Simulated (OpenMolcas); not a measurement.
## Levels of Ru2+ by method

```json
{"Program": "OpenMolcas 26.06", "Basis": "ANO-RCC-VTZP [7s6p4d2f1g]", "Scalar Hamiltonian": "DKH2, point nucleus", "Active space": "6 electrons in 6 orbitals (4d 5s)", "State averaging": "2S+1 = 7 even, 1 root; 2S+1 = 5 even, 30 roots; 2S+1 = 3 even, 127 roots (107 in the spin-orbit step); 2S+1 = 1 even, 102 roots (62 in the spin-orbit step)", "Spin-orbit coupling": "RASSI with atomic mean-field integrals over the reference wave functions, term energies averaged over their components"}
```

Methods on the same reference wave functions:
A. CASSCF
B. SS-CASPT2, IPEA 0.25 Eh, imaginary shift 0.1 Eh (closed shells correlated: 4s 4p)
C. MS-CASPT2, IPEA 0.25 Eh, imaginary shift 0.1 Eh (closed shells correlated: 4s 4p)

Energies in cm⁻¹ above 4d⁶ ⁵D₄, the measured ground level; measured values from Moore, Atomic Energy Levels, vol. III, NSRDS-NBS 35 (1971 reprint of NBS Circular 467, 1958).

```tsv
Level	A	B	C	Measured
4d⁶ ⁵D₄	0.0	0.0	0.0	0.0
4d⁶ ⁵D₃	1215	1224	1227	1159
4d⁶ ⁵D₂	1951	1938	1942	1826
4d⁶ ⁵D₁	2426	2410	2410	2266
4d⁶ ⁵D₀	2654	2630	2640	2476
4d⁶ ³H₆	16691	16090	16100	
4d⁶ ³H₅	17085	16270	16290	
4d⁶ ³P₂(1)	17566	15440	15450	
4d⁵ 5s ⁷S₃	18737	25270	25290	27163
4d⁶ ³F₃(1)	19328	17500	17510	
4d⁶ ³F₂(1)	19879	18030	18040	
4d⁶ ³P₁(1)	20994	18870	18880	
4d⁶ ³G₅	21185	19460	19480	
4d⁶ ³P₀(1)	21665	19520	19540	
4d⁶ ³G₄	22293	20430	20450	
4d⁶ ³G₃	22604	20680	20690	
4d⁶ ¹I₆	25452	24740	24760	
4d⁶ ³D₂	26574	22840	22860	
4d⁶ ³D₁	26685	22990	23000	
4d⁶ ³D₃	26916	23160	23180	
4d⁶ ¹G₄(1)	26954	25670	25680	
4d⁶ ¹S₀	30650	27950	27970	
4d⁶ ¹D₂(1)	33541	29680	29700	
4d⁵ 5s ⁵S₂	36349	37940	37950	41112
```

Deviations, from unrounded energies. A percentage is the sum of absolute deviations over the sum of measured energies, with the sign that they share, or ± where signs differ.

```json
{"Against measurement": "mean absolute deviation (cm-1)", "Levels": "6", "A": "2300", "B": "920", "C": "920"}
{"Against measurement": "fine structure of the ground term (%)", "Levels": "4", "A": "+6.7", "B": "+6.2", "C": "+6.4"}
{"Against measurement": "other configurations (%)", "Levels": "2", "A": "-19.3", "B": "-7.4", "C": "-7.4"}
```

B, C lie about equally close to measurement and A furthest from it. The largest miss of C in the table is 4d⁵ 5s ⁵S₂, by -3200 cm-1. The ranking rests on the paired levels alone, and a cruder setting can come out closer through cancelling errors.

Between B and C the level of the table that moves most is 4d⁶ ³D₂, by 16 cm-1 (lowest in B, highest in C). Moves below CASPT2's spread within the term are not significant.

The two smallest mean deviations differ by little beside CASPT2's spread within terms, so their order carries little weight.

From A to B the spin-free energies of the other terms of 4d⁶ shown, above ⁵D, scale by factors of 0.85 to 0.97, as is usual when dynamic correlation screens the repulsion within a d or f shell.

The lowest spin-free term lies below A's lowest term by 0.430 hartree in B, 0.430 hartree in C.

CASPT2 breaks the degeneracy within a term, and the mean is taken; among the terms shown or strongly mixed into the levels shown the widest spread is 1600 cm-1 (4d⁶ ¹I, C). Some high roots are left out of the spin-orbit mixing, which shifts the levels that they would mix with. A single d shell beside an s shell can misplace configurations of different d count against each other. Without dynamic correlation excited terms often stand tens of per cent too high (terms of higher spin than the ground term too low), and those without a measured partner can miss by more than the paired ones (holds for A). Blocks of more than 70 roots (2S+1 = 3 even) ran without multistate coupling (holds for C). The CASPT2 spread within a term exceeds the gap to the next term for 4d⁶ ³D and 4d⁶ ¹I, 4d⁶ ¹I and 4d⁶ ¹G(1), so the order of their levels is uncertain (holds for C). Measured partners are found by configuration, term and J. A level has none where our copy of the source lacks it or the pairing is in doubt (some pairs that miss far off the trend of their configuration count as doubtful), and it then counts in no deviation. Levels of configurations outside the active space are missing. The table leaves out levels that lie high or whose names do not pair safely across all columns.

A number in round brackets counts repeated terms of one configuration in the order of the reference energies.
